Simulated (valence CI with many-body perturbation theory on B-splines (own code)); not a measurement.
# Gd XV: electric-dipole lines

Computed by relativistic CI+MBPT: four valence electrons over a frozen Dirac-Fock core [Kr] 4d10, radial functions for each j: 7 s, 7 p, 7 d, 7 f, 4 g, 2 h, with the one-electron correlation potential Σ1, the two-electron term Σ2, the three-electron term Σ3, Breit, model QED; selected CI, second order for the rest, scaled by the run's own slope (own B-spline code, finite nucleus).

No measured levels were compared; by estimate terms of the open shell hold to a few per cent of their energy, and close levels can change places; configurations with another count of f electrons can be misplaced by thousands of cm⁻¹.

Lines 101 to 150 of 542 in falling wavelength, among levels below 149690 cm⁻¹, chosen from the strongest by gf and those to the six lowest levels. Wavelengths and rates use the calculated energies, so an error of 2000 cm⁻¹ moves a line at 3947 Å by 7.9 % and its rate by three times that or more. Electric multipoles are in the length gauge, E1 and E2 with the static RPA response of the core. Weak lines are less certain than strong ones. Lines between different terms over intervals too small for the method are left out, as are lines whose strength nearly cancels. Where a level lies close to another of its J and parity, the split of strength between their lines is uncertain. The highest levels of a list are the least certain.

Names give the largest LS component (configuration and term), which can be under half, so a name can repeat, a term be missing and a line seem to break the LS rules; names also repeat where a configuration has a term twice. Letters in brackets count levels of one name in rising energy.

```
λ vac (Å)             Upper             Lower   A (s⁻¹)  S (a.u.) with core polarisation  S without
     3947      4f4 3H_5 [a]  4f3 5s 3H°_5 [a]  1.51e+02                         5.04e-05   5.87e-05
     3920      4f4 1G_4 [a]  4f3 5s 3G°_4 [c]  2.79e+02                         7.46e-05   8.52e-05
     3859      4f4 3F_2 [b]  4f3 5s 3D°_1 [a]  3.84e+02                         5.44e-05   6.25e-05
     3853      4f4 1H_5 [a]  4f3 5s 3I°_6 [b]  1.74e+02                         5.41e-05   6.34e-05
     3851      4f4 3G_3 [b]  4f3 5s 3H°_4 [b]  6.16e+02                         1.22e-04   1.35e-04
     3847      4f4 3D_3 [b]      4f3 5s 1G°_4  4.21e+02                         8.28e-05   9.43e-05
     3843      4f4 3G_4 [b]  4f3 5s 3H°_4 [b]  5.07e+02                         1.28e-04   1.42e-04
     3835      4f4 1I_6 [a]  4f3 5s 3G°_5 [b]  1.91e+02                         6.92e-05   7.84e-05
     3802      4f4 3F_4 [b]  4f3 5s 3I°_5 [b]  3.76e+02                         9.17e-05   1.02e-04
     3707      4f4 3F_2 [a]      4f3 5s 3P°_2  4.65e+02                         5.84e-05   6.64e-05
     3668      4f4 3G_4 [d]  4f3 5s 1F°_3 [a]  2.07e+02                         4.53e-05   5.51e-05
     3643          4f4 5D_4  4f3 5s 3G°_4 [b]  3.99e+02                         8.57e-05   9.92e-05
     3631  4f3 5s 3G°_5 [c]      4f4 3H_6 [a]  2.16e+02                         5.61e-05   6.16e-05
     3616      4f4 3I_5 [b]  4f3 5s 3F°_4 [a]  1.75e+02                         4.50e-05   5.16e-05
     3611      4f4 3G_5 [a]  4f3 5s 3H°_5 [b]  2.47e+02                         6.31e-05   6.97e-05
     3601      4f4 3H_6 [b]  4f3 5s 3I°_7 [b]  2.36e+02                         7.07e-05   8.17e-05
     3578          4f4 5G_3      4f3 5s 5F°_3  4.28e+02                         6.78e-05   8.17e-05
     3549      4f4 3F_4 [b]  4f3 5s 3G°_5 [b]  9.45e+02                         1.88e-04   2.09e-04
     3505      4f2 5s2 1I_6      4f3 5s 1K°_7  3.12e+02                         8.63e-05   9.02e-05
     3503      4f4 3K_8 [b]      4f3 5s 1L°_8  1.73e+03                         6.25e-04   7.40e-04
     3498      4f4 3I_7 [a]      4f3 5s 3K°_8  4.15e+02                         1.31e-04   1.53e-04
     3498      4f4 1G_4 [a]  4f3 5s 3G°_4 [b]  2.53e+02                         4.80e-05   5.30e-05
     3469      4f4 1G_4 [b]  4f3 5s 1H°_5 [b]  1.39e+03                         2.57e-04   2.90e-04
     3463      4f4 3F_3 [c]  4f3 5s 3D°_2 [c]  5.05e+02                         7.25e-05   8.30e-05
     3417          4f4 5G_2      4f3 5s 5F°_2  6.32e+02                         6.22e-05   7.43e-05
     3363      4f4 3F_3 [a]  4f3 5s 3F°_3 [a]  5.86e+02                         7.70e-05   8.74e-05
     3336          4f4 5G_3      4f3 5s 5F°_2  9.68e+02                         1.24e-04   1.46e-04
     3311      4f4 1H_5 [a]  4f3 5s 3G°_4 [c]  1.26e+03                         2.49e-04   2.85e-04
     3302      4f4 3H_5 [a]      4f3 5s 5F°_4  5.21e+02                         1.02e-04   1.15e-04
     3294      4f4 3H_6 [b]  4f3 5s 3I°_5 [b]  1.10e+03                         2.53e-04   2.93e-04
     3277      4f4 3H_6 [b]  4f3 5s 3I°_6 [b]  2.42e+02                         5.47e-05   6.18e-05
     3271      4f4 1G_4 [a]  4f3 5s 3G°_3 [b]  3.26e+02                         5.06e-05   5.83e-05
     3270          4f4 5G_6  4f3 5s 3H°_5 [a]  2.50e+02                         5.60e-05   6.30e-05
     3258          4f4 5G_2      4f3 5s 5F°_1  1.77e+03                         1.51e-04   1.78e-04
     3230          4f4 5G_4      4f3 5s 5F°_4  4.06e+02                         6.08e-05   7.14e-05
     3223      4f4 3I_6 [a]      4f3 5s 3K°_7  3.73e+02                         8.00e-05   9.23e-05
     3206      4f4 3H_5 [b]  4f3 5s 3G°_4 [c]  1.01e+03                         1.80e-04   2.05e-04
     3185      4f2 5s2 3H_6  4f3 5s 3I°_5 [a]  5.48e+00                         1.14e-06   1.27e-06
     3184  4f3 5s 3F°_4 [c]      4f4 3F_3 [c]  4.59e+02                         6.58e-05   7.84e-05
     3166      4f4 3F_3 [c]  4f3 5s 3D°_2 [b]  5.81e+02                         6.37e-05   7.23e-05
     3145      4f4 3I_6 [a]  4f3 5s 1H°_5 [a]  6.41e+02                         1.28e-04   1.51e-04
     3134      4f4 3K_6 [a]  4f3 5s 3I°_5 [a]  1.91e+01                         3.78e-06   4.34e-06
     3111      4f3 5s 1G°_4      4f4 3I_5 [a]  4.52e+02                         6.04e-05   7.03e-05
     3103      4f4 3H_6 [b]  4f3 5s 3G°_5 [b]  2.47e+03                         4.73e-04   5.42e-04
     3100      4f2 5s2 1I_6  4f3 5s 3G°_5 [a]  2.69e+02                         5.15e-05   5.82e-05
     3100          4f4 5G_4      4f3 5s 5F°_3  9.87e+02                         1.31e-04   1.50e-04
     3071      4f2 5s2 3H_4      4f3 5s 5I°_5  1.39e+01                         1.79e-06   2.08e-06
     3061          4f4 5G_5  4f3 5s 3H°_4 [a]  4.76e+02                         7.41e-05   8.30e-05
     3054  4f3 5s 3F°_3 [c]      4f4 3F_3 [c]  1.21e+03                         1.19e-04   1.37e-04
     3051      4f4 1I_6 [a]      4f3 5s 1K°_7  5.98e+02                         1.09e-04   1.20e-04
```
